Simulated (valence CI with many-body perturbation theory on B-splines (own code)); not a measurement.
# E1 transitions of Hf⁶⁶⁺

Calculated by relativistic CI+MBPT: four valence electrons over a frozen Dirac-Fock core [He], a basis of 11 s, 11 p, 10 d, 8 f, 5 g, 2 h functions for each j, with the one-electron correlation potential Σ1, the two-electron term Σ2, the three-electron term Σ3, Breit, model QED; selected CI, second order for the rest, scaled by the run's own slope (own B-spline code, finite nucleus).

The last digits are not significant, and no measured levels were compared; by estimate large intervals hold to a few tenths of a per cent, small ones and those within an open d or f shell to about a per cent. Among the levels kept, up to 1200 cm⁻¹ of a level comes from second order outside the variational space, and about a tenth of that is noise between levels of different J, which matters for small intervals.

Lines 151 to 200 of 600 in falling wavelength, among levels below 987.13 Ry, chosen from the strongest by gf and those to the six lowest levels. Wavelengths and rates use the calculated energies. Electric multipoles are in the length gauge, E1 and E2 with the static RPA response of the core. Weak lines are less certain than strong ones. Lines between different terms over intervals too small for the method are left out, as are lines whose strength nearly cancels. The highest levels of a list are the least certain.

Levels are named by their leading jj configuration (3d3/2^4 stands for four electrons in 3d with j = 3/2), which in mixed levels can hold well under half, so a name can repeat and another be missing. Letters in brackets count levels of one name in rising energy.

```tsv
λ vac (Å)	Upper	Lower	A (s⁻¹)	S (a.u.)
24.47	(2s 2p3/2^2 3p3/2) J=2 [a]	(2s 2p3/2^2 3s) J=3	3.30e+11	1.19e-02
24.42	(2s^2 2p3/2 3p3/2) J=0	(2s^2 2p3/2 3s) J=1	1.54e+12	1.10e-02
8.467	(2s 2p3/2^2 3p3/2) J=3 [a]	(2s^2 2p3/2 3p3/2) J=2	1.57e+12	3.29e-03
8.326	(2s 2p3/2^2 3d5/2) J=5	(2s^2 2p3/2 3d5/2) J=4	1.74e+12	5.46e-03
8.318	(2s 2p3/2^2 3p3/2) J=4	(2s^2 2p3/2 3p3/2) J=3	1.86e+12	4.76e-03
8.316	(2s 2p3/2^2 3s) J=3	(2s^2 2p3/2 3s) J=2	2.14e+12	4.25e-03
8.290	(2s 2p3/2^2 3d3/2) J=4	(2s^2 2p3/2 3d3/2) J=3	1.80e+12	4.55e-03
8.288	(2p1/2 2p3/2^2 3p3/2) J=2 [a]	(2s 2p1/2 2p3/2 3p3/2) J=1 [c]	2.53e+12	3.56e-03
8.278	(2s 2p3/2^2 3p1/2) J=3	(2s^2 2p3/2 3p1/2) J=2	2.00e+12	3.92e-03
8.262	(2s 2p3/2^2 3d3/2) J=3 [a]	(2s^2 2p3/2 3d3/2) J=2	1.52e+12	2.97e-03
8.243	(2s 2p1/2 2p3/2^2) J=2 [a]	(2s^2 2p1/2 2p3/2) J=1	2.18e+12	3.01e-03
8.202	(2p1/2 2p3/2^2 3p3/2) J=3 [a]	(2s 2p1/2 2p3/2 3p3/2) J=2 [c]	5.05e+12	9.63e-03
8.187	(2p1/2 2p3/2^2 3s) J=2 [a]	(2s 2p1/2 2p3/2 3s) J=1 [c]	4.10e+12	5.55e-03
8.176	(2p1/2 2p3/2^2 3p3/2) J=3 [b]	(2s 2p1/2 2p3/2 3p3/2) J=2 [d]	3.47e+12	6.55e-03
8.164	(2p1/2 2p3/2^2 3p1/2) J=1 [a]	(2s 2p1/2 2p3/2 3p1/2) J=0	3.57e+12	2.88e-03
8.161	(2p1/2 2p3/2^2 3d3/2) J=1	(2s 2p1/2 2p3/2 3d3/2) J=1 [c]	3.60e+12	2.89e-03
8.128	(2p1/2 2p3/2^2 3p1/2) J=2 [a]	(2s 2p1/2 2p3/2 3p1/2) J=1 [b]	4.76e+12	6.31e-03
8.107	(2p1/2 2p3/2^2 3d3/2) J=2	(2s 2p1/2 2p3/2 3d3/2) J=2 [c]	2.71e+12	3.56e-03
8.104	(2s 2p1/2 2p3/2^2) J=3	(2s^2 2p1/2 2p3/2) J=2	2.10e+12	3.86e-03
8.088	(2p1/2 2p3/2^2 3s) J=3	(2s 2p1/2 2p3/2 3s) J=2 [c]	5.41e+12	9.88e-03
8.084	(2p1/2 2p3/2^2 3p3/2) J=4	(2s 2p1/2 2p3/2 3p3/2) J=3 [c]	6.46e+12	1.52e-02
8.076	(2p1/2 2p3/2^2 3d3/2) J=3	(2s 2p1/2 2p3/2 3d3/2) J=2 [c]	2.69e+12	4.89e-03
8.075	(2p1/2 2p3/2^2 3p1/2) J=2 [b]	(2s 2p1/2 2p3/2 3p1/2) J=1 [c]	6.08e+12	7.90e-03
8.065	(2s 2p3/2^2 3p3/2) J=2 [a]	(2s^2 2p3/2 3p3/2) J=1	2.66e+12	3.45e-03
8.055	(2p1/2 2p3/2^2 3p1/2) J=3	(2s 2p1/2 2p3/2 3p1/2) J=2 [c]	6.11e+12	1.10e-02
8.053	(2p1/2 2p3/2^2 3d3/2) J=4	(2s 2p1/2 2p3/2 3d3/2) J=3 [c]	5.52e+12	1.28e-02
7.985	(2p1/2 2p3/2^2 3s) J=2 [b]	(2s 2p1/2 2p3/2 3s) J=1 [b]	4.12e+12	5.18e-03
7.985	(2p1/2 2p3/2^2 3p3/2) J=1 [b]	(2s 2p1/2 2p3/2 3p3/2) J=0 [b]	3.94e+12	2.97e-03
7.973	(2p1/2 2p3/2^2 3p3/2) J=2 [b]	(2s 2p1/2 2p3/2 3p3/2) J=1 [d]	5.77e+12	7.21e-03
7.931	(2s 2p3/2^3) J=2	(2s^2 2p3/2^2) J=2	7.16e+12	8.81e-03
7.892	(2p1/2^2 2p3/2^2) J=2	(2s 2p1/2^2 2p3/2) J=1	6.47e+12	7.85e-03
7.889	(2s 2p3/2^2 3p3/2) J=3 [b]	(2s^2 2p3/2 3p3/2) J=2	2.98e+12	5.05e-03
7.882	(2s 2p3/2^2 3d5/2) J=4 [b]	(2s^2 2p3/2 3d5/2) J=3	3.00e+12	6.53e-03
7.880	(2p1/2 2p3/2^3) J=1	(2s 2p1/2 2p3/2^2) J=1 [a]	9.75e+12	7.06e-03
7.866	(2s 2p1/2 2p3/2 3d5/2) J=3 [c]	(2s^2 2p1/2 3d5/2) J=2	8.10e+12	1.36e-02
7.866	(2p1/2^2 2p3/2 3s) J=1	(2s 2p1/2^2 3s) J=0	4.62e+12	3.33e-03
7.863	(2s 2p1/2 2p3/2 3p3/2) J=2 [c]	(2s^2 2p1/2 3p3/2) J=1	8.22e+12	9.86e-03
7.860	(2p1/2 2p3/2^2 3p3/2) J=1 [a]	(2s 2p1/2 2p3/2 3p3/2) J=1 [b]	3.97e+12	2.85e-03
7.857	(2s 2p1/2 2p3/2 3d5/2) J=4 [c]	(2s^2 2p1/2 3d5/2) J=3	7.87e+12	1.69e-02
7.856	(2p1/2 2p3/2^3) J=2	(2s 2p1/2 2p3/2^2) J=1 [b]	2.28e+12	2.73e-03
7.853	(2s 2p3/2^2 3d5/2) J=2 [b]	(2s^2 2p3/2 3d5/2) J=1	4.11e+12	4.91e-03
7.850	(2s 2p1/2 2p3/2 3d3/2) J=2 [c]	(2s^2 2p1/2 3d3/2) J=2	6.72e+12	8.02e-03
7.844	(2s 2p1/2 2p3/2 3p3/2) J=3 [c]	(2s^2 2p1/2 3p3/2) J=2	8.38e+12	1.40e-02
7.837	(2s 2p3/2^2 3d5/2) J=1 [b]	(2s^2 2p3/2 3d5/2) J=1	4.78e+12	3.41e-03
7.837	(2p1/2^2 2p3/2 3d5/2) J=2	(2s 2p1/2^2 3d5/2) J=2	4.92e+12	5.85e-03
7.836	(2s 2p1/2 2p3/2 3d3/2) J=1 [d]	(2s^2 2p1/2 3d3/2) J=1	4.50e+12	3.20e-03
7.836	(2s 2p3/2^2 3d5/2) J=3 [c]	(2s^2 2p3/2 3d5/2) J=3	5.56e+12	9.25e-03
7.835	(2p1/2 2p3/2^3) J=2	(2s 2p1/2 2p3/2^2) J=2 [b]	1.29e+13	1.53e-02
7.835	(2p1/2^2 2p3/2 3p3/2) J=1	(2s 2p1/2^2 3p3/2) J=1	5.87e+12	4.18e-03
7.834	(2p1/2 2p3/2^2 3p3/2) J=1 [c]	(2s 2p1/2 2p3/2 3p3/2) J=1 [c]	5.01e+12	3.57e-03
```
